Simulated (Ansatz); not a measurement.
Mg₃Al₃⁺, relaxed as a singlet with RKS PBE0-D4/def2-SVP in Ansatz, starting from the GFN1-xTB geometry. Force threshold 0.02 eV/Å.

The restricted singlet is unstable towards broken spin symmetry in Hartree–Fock (as tested in another run); at PBE0-D4/def2-SVP this wasn't settled. Another isomer (singlet) lies 0.16 eV lower at PBE0-D4/def2-TZVP; other spin states weren't run for this one.

Start:

```xyz
6

Al   -0.215   -2.335    0.215
Al    0.524   -0.324   -1.078
Al   -0.550    2.865    2.099
Mg    0.069   -2.834   -2.506
Mg   -0.219    0.169    1.680
Mg    0.391    2.459   -0.409
```

(1) Estimate the energy that the relaxation releases and the steps that it takes.

(2) Does the start keep its bonding?

(3) Predict the relaxed structure.

Answers

(1) 152.2 kJ/mol, in 27 steps; 1.7 min on 4 threads of Intel Xeon on a shared host. The force fell under the threshold at step 23, but the optimiser went on and released 0.002 eV more. No frequencies were taken in this run, so the end may be a saddle point.

(2) Bonds lost: Al2–Mg5, Mg5–Mg6 (atoms count from 1).

(3) 
Cartesian coordinates in Å:
```
Al 0.505 -1.727 0.506
Al 1.527 -0.011 -1.113
Al -0.472 1.034 0.809
Mg -0.874 -1.149 -1.753
Mg -1.461 -0.905 2.443
Mg 0.775 2.759 -0.892
```
Bond lengths (bridged metal pairs left out): 6 × Al–Mg 2.71 to 2.88 Å; 1 × Al–Al 2.57 Å.
